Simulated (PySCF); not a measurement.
C5H2N2.
SMILES with atom numbers: `[CH:1]#[C:2][CH:3]([C:4]#[N:5])[C:6]#[N:7]` (hydrogens: H8 on C1; H9 on C3)

A GFN2-xTB structure was refined with PBE0-D3(BJ)/def2-SVP geometry optimisation, gas phase (PySCF). Its GFN2-xTB values:

```tsv
coordinate	GFN2-xTB
C1≡C2	1.195 Å
C1–H8	1.049 Å
C2–C3	1.459 Å
C3–C4	1.455 Å
C3–H9	1.100 Å
C4≡N5	1.140 Å
C1–C2–C3	178.4°
C2–C3–C4	109.7°
C3–C4–N5	179.3°
C4–C3–C6	109.3°
```

Task: How do these coordinates change at the PBE0-D3(BJ)/def2-SVP level?

Result: 
```
coordinate  PBE0-D3(BJ)/def2-SVP (Å or °)  change
     C1–H8                          1.076  +0.027
     C3–C4                          1.473  +0.018
     C4≡N5                          1.155  +0.015
     C1≡C2                          1.207  +0.012
     C3–H9                          1.108  +0.008
     C2–C3                          1.466  +0.007
  C2–C3–C4                          111.9    +2.2
  C4–C3–C6                          110.6    +1.3
  C1–C2–C3                          179.5    +1.1
  C3–C4–N5                          178.8    -0.5
```

The energy falls by 8.1 kJ/mol over 6 energy and gradient evaluations, the largest force component goes from 0.0366 to 1.5e-04 Eh/bohr, and the atoms move by 0.070 Å rms after alignment. The bond that changes most is C1–H8 (terminal alkyne carbon to alkyne hydrogen), which lengthens by 0.027 Å. Bonds longer at the end by more than 0.005 Å: 8 of 8; shorter: 0. Rotational constants go from 2953, 2907, 1567 to 2868, 2792, 1489 MHz.

The run used 108 basis functions and 43 SCF cycles in all. The run took 22 s wall on one thread, Arm Neoverse V2 (shared host).

No frequency check.
